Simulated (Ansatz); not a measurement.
An input meant for Li2Al2⁻ (charge -1, doublet).

```yaml
crystal:
  periodic: [false, false, false]
  atoms:
    - {symbol: Li, position_ang: [-1.512582, -0.834791, 0.465017]}
    - {symbol: Li, position_ang: [1.490315, -0.988648, -0.041810]}
    - {symbol: Al, position_ang: [0.228825, 1.188799, 0.992956]}
    - {symbol: Al, position_ang: [-0.206548, 0.634650, -1.416163]}
basis:
  gaussian: {orbitals: def2-SVPD, nuclear_model: gaussian}
total_charge: -1
magnetization: {spin_polarized: true, initial_magnetization: 5}
hamiltonian: {xc: {name: SPW92}}
scf: {omitted_lower_state_checks: [starts]}
output: {forces: true}
```

```sh
$ ansatz run in.yaml --threads 4 --pin off --events-out ev --progress --plain --max-ram 3916MiB
```

It prints (some lines left out):

```
Functional definition: SPW92
756 factors; their error is unknown
mean field evaluation 1: about -13531.6303 eV, gradient 6.1e0 eV
mean field evaluation 2: about -13529.3957 eV, gradient 1.2e1 eV
mean field evaluation 4: about -13532.1107 eV, gradient 8.8e-1 eV
mean field evaluation 8: about -13532.1200 eV, gradient 1.7e-1 eV
mean field evaluation 16: about -13532.0437 eV, gradient 4.7e-5 eV
mean field -13532.04366090 eV, -497.2934321893 hartree, gradient 4.1e-6 eV, S^2 8.751080; 0 other end points of the search recorded, 0 dependent functions left out
reference -13532.04369303 eV, -497.2934333701 hartree; 19, 14 occupied and 53, 58 virtual orbitals, 756 factors
Total energy: -13532.04369303 eV, -497.2934333701 hartree
Atom 0 at    -1.512582    -0.834791     0.465017 Å, force     0.140972    -0.279671     0.039011 eV/Å
Atom 1 at     1.490315    -0.988648    -0.041810 Å, force    -0.147370    -0.265163     0.087685 eV/Å
Atom 2 at     0.228825     1.188799     0.992956 Å, force     0.230887     0.562062     1.196789 eV/Å
Atom 3 at    -0.206548     0.634650    -1.416163 Å, force    -0.224489    -0.017228    -1.323485 eV/Å
Dipole moment:     0.009911     0.776211    -0.180283 e Å
Checks for a lower state left out: starts
```

Task: What is wrong with this run?

Result: The spin is set far too high (5 unpaired electrons typed, 1 in the doublet as meant). The run converged. The result belongs to that input, not to the species as meant.
